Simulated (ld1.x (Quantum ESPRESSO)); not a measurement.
Before and after: TM potential for Sb (Z = 51)

antimony, norm-conserving Troullier–Martins (Kleinman–Bylander form), made with ld1.x (Quantum ESPRESSO) 7.5 (PBE, scalar-relativistic). Core [Kr] 4d10, reference 5s2 5p3. Waves: 5s (bound): rc 1.70 bohr; 5d channel at 0.15 Ry: rc 2.60 bohr; 5p (bound): rc 2.35 bohr. Local part: the p channel. Core correction: Bessel-smoothed model core inside 1.00 bohr.

Change: wave 5p (bound): rc 2.35 bohr becomes 5p (bound): rc 3.52 bohr.

Cutoffs: the cutoffs (Ry, on a coarse ladder) from which the occupation-weighted sum of valence levels, in a spherical-Bessel basis at the reference potential, stays within 10 and 1 mRy of its value at 400 Ry; they do not see the model core or the augmentation charge, which bear on the density cutoff. Errors are all-electron minus pseudo energies relative to the spin-unpolarised reference configuration.

Predict the effect on cutoff, ghosts and configuration errors.

The potential gets neither clearly harder nor softer (30 Ry and 55 Ry → 30 Ry and 55 Ry); a bound ghost appears in s, which as a rule spoils a file; of the 7 tests that both files solve, the error grows in 4 and shrinks in 2 by more than 15 % and 0.3 meV (median size 13.6 → 11.3 meV).

| quantity | base | changed |
| --- | --- | --- |
| cutoff, loose | 30 Ry | 30 Ry |
| cutoff, tight | 55 Ry | 55 Ry |
| loose cutoff by channel (10 mRy a level) | s 21 Ry, p 10 Ry | s 21 Ry, p 6 Ry |
| bound ghosts | none | s |
| error for 5s2 5p2, meV [ΔE 8.32 eV] | -4.7 | -11 |
| error for 5s2 5p1, meV [ΔE 24.28 eV] | -31 | -116 |
| error for 5s2 5p0, meV [ΔE 48.70 eV] | -120 | -525 |
| error for 5s0 5p5, meV [ΔE 16.43 eV] | -56 | +35 |
| error for 5s2 5p2.5, meV [ΔE 3.26 eV] | -1.1 | -1.6 |
| error for 5s1 5p4, meV [ΔE 8.11 eV] | -14 | +4.3 |
| error for 5s2 5p3.3, meV [ΔE -1.16 eV] | +0.2 | +0.4 |

 A true bound ghost makes a file unfit for plane-wave use even where its test errors are small: the radial tests pick states by their node count and pass the ghost by.
